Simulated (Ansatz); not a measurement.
`C=C[SiH](O)Cl` + HCl → `C=C[SiH](Cl)Cl` + H₂O at 500 K and 1 bar (ligand exchange at the Si–O bond).

Isolated molecules relaxed with PBE0-D4/def2-TZVP in Ansatz; ΔE leaves out vibrations. CCSD(T)/CBS adds triple-zeta CCSD(T) − MP2 to the extrapolated MP2 energy (def2 sets, frozen cores). This one scheme is used for every species. Each species was taken in one conformer, which may not be the lowest.

| species | CCSD(T)/CBS energy (Eh) | H − E (kJ/mol) | S (J/(mol·K)) |
| --- | --- | --- | --- |
| `C=C[SiH](O)Cl` | -903.23363 | 223.7 | 411.2 |
| HCl | -460.38127 | 32.5 | 201.9 |
| `C=C[SiH](Cl)Cl` | -1287.23514 | 188.4 | 411.5 |
| H₂O | -76.37941 | 73.2 | 206.3 |

H − E and S are ideal-gas, rigid-rotor, harmonic terms from PBE0-D4/def2-TZVP, for one conformer and one mirror image of each species. 1 Eh = 2625.50 kJ/mol, R = 8.31446 J/(mol·K).

**Question.** By hand: ΔE, ΔH, ΔS and ΔG.

**Answer.** ΔE = (-1287.23514) + (-76.37941) − (-903.23363) − (-460.38127) = 0.00035 Eh = 0.9 kJ/mol. Δ(H − E) = 188.4 + 73.2 − 223.7 − 32.5 = 5.4, so ΔH = 6.3 kJ/mol. ΔS = 411.5 + 206.3 − 411.2 − 201.9 = 4.7 J/(mol·K). ΔG = 6.3 − 500 × (4.7)/1000 = 3.9 kJ/mol.

**Question.** By hand: the equilibrium constant, and the temperature at which ΔG would vanish if ΔH and ΔS stayed fixed.

**Answer.** log₁₀ K = −ΔG/(RT ln 10) = -0.4. ΔG = 0 at ΔH/ΔS = 1340 K, though so small a ΔH makes that figure unsure.

TΔS isn't small against ΔH here. The sign of ΔG lies within the doubt. A doubt of 5 kJ/mol in ΔE shifts log₁₀ K by 0.5 here. Other conformers and mirror images would add mixing entropy, several J/(mol·K) or more a flexible species. These are equilibria of isolated gas molecules and say nothing of rates. Largest T1 diagnostic: 0.011 (customary marks: 0.02 for closed shells, 0.045 for open ones).
